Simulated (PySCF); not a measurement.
**Radial density of N⁺ (nitrogen, charge +1)**

PBEsol, [He] 2s2 2p2, high-spin 3P determinant. Computed with PySCF 2.14 in def2-TZVPPD, with the non-relativistic Hamiltonian (point nucleus).

| r (bohr) | 4πr²ρ (e/bohr) | 4πr²(ρα − ρβ) |
| --- | --- | --- |
| 0.00322 | 0.02570 | 0.0000 |
| 0.00542 | 0.07072 | 0.0000 |
| 0.00912 | 0.1895 | -0.0001 |
| 0.0153 | 0.4922 | -0.0003 |
| 0.0258 | 1.203 | -0.0005 |
| 0.0434 | 2.667 | -0.0005 |
| 0.0730 | 5.010 | 0.0032 |
| 0.123 | 7.171 | 0.0268 |
| 0.207 | 6.586 | 0.1283 |
| 0.347 | 3.286 | 0.4667 |
| 0.585 | 2.298 | 1.1407 |
| 0.983 | 3.160 | 1.4853 |
| 1.65 | 1.604 | 0.7447 |
| 2.78 | 0.1824 | 0.0998 |
| 4.68 | 0.003197 | 0.0025 |
